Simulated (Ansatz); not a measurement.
Cost and result for the atomization energy of C$_{2}$H$_{3}$FGaN (`F[CH]1N=[CH][GaH]1`) (8 atoms, 8 bonds).

Charge 0, multiplicity 1. Correlated methods include outer-core shells of Ga, which these sets cover unevenly. Scalar relativity is left out up to krypton. The geometry is a stationary point of PBE0-D4/def2-TZVP. Program: Ansatz. All runs use 4 threads of a server CPU on a shared host. Times are those of one run each, without the atoms' runs, and a repeat can differ threefold. Electronic energies, without spin–orbit coupling; frozen cores. CCSD(T)/CBS adds CCSD(T) − MP2 in def2-TZVPP to the MP2 limit, and its time is that of the two runs behind it. T1 = 0.015. With those shells the extrapolation isn't a true limit. B3LYP takes the VWN-RPA correlation (the form of Gaussian; ORCA's B3LYP/G).

CCSD(T)/CBS is a level of theory with its own doubt, some kJ/mol a heavy atom from the limit and from the frozen cores, so smaller differences don't rank the functionals.

```
                            level  functions  wall time  atomization (kJ/mol)  difference from CCSD(T)/CBS  per bond
           LDA (SPW92)/def2-TZVPP        214      1.2 s                3406.0                        565.9      70.7
             revPBE-D4/def2-TZVPP        214      1.8 s                2875.4                         35.3       4.4
               BLYP-D4/def2-TZVPP        214      2.1 s                2867.3                         27.2       3.4
               PBE0-D4/def2-TZVPP        214      2.8 s                2868.8                         28.7       3.6
B3LYP-D4/def2-TZVPP (with forces)        214        4 s                2834.0                         -6.1      -0.8
            r2SCANh-D4/def2-TZVPP        214      4.8 s                2821.8                        -18.3      -2.3
                B2PLYP/def2-TZVPP        214      5.5 s                2810.4                        -29.7      -3.7
                 CCSD(T)/def2-SVP        103      6.5 s                2666.2                       -173.9     -21.7
               ωB97X-V/def2-TZVPP        214        7 s                2858.8                         18.7       2.3
 ωB97M-V/def2-TZVPP (with forces)        214       11 s                2848.2                          8.1       1.0
                   MP2/def2-QZVPP        407       20 s                2897.2                         57.1       7.1
               CCSD(T)/def2-TZVPP        214    2.2 min                2758.8                        -81.3     -10.2
                CCSD(T)/CBS(def2)          –    2.5 min                2840.1                          0.0       0.0
```

In def2-TZVPP, CCSD(T) changes the Hartree–Fock value by +921.6 kJ/mol (the triples alone add +73.6 kJ/mol) and MP2 by +1011.9 kJ/mol; breaking electron pairs costs correlation energy, which Hartree–Fock lacks. From PBE to PBE0 (25 % exact exchange), in def2-TZVPP and without D4, the atomization energy moves by −105.1 kJ/mol: exact exchange takes away binding that semilocal exchange gives to molecules. At CCSD(T), def2-SVP lies −173.9 kJ/mol from the extrapolated value and def2-TZVPP −81.3 kJ/mol: correlation converges slowly with the basis, and small sets miss more of it in the bonded molecule than in its fragments.
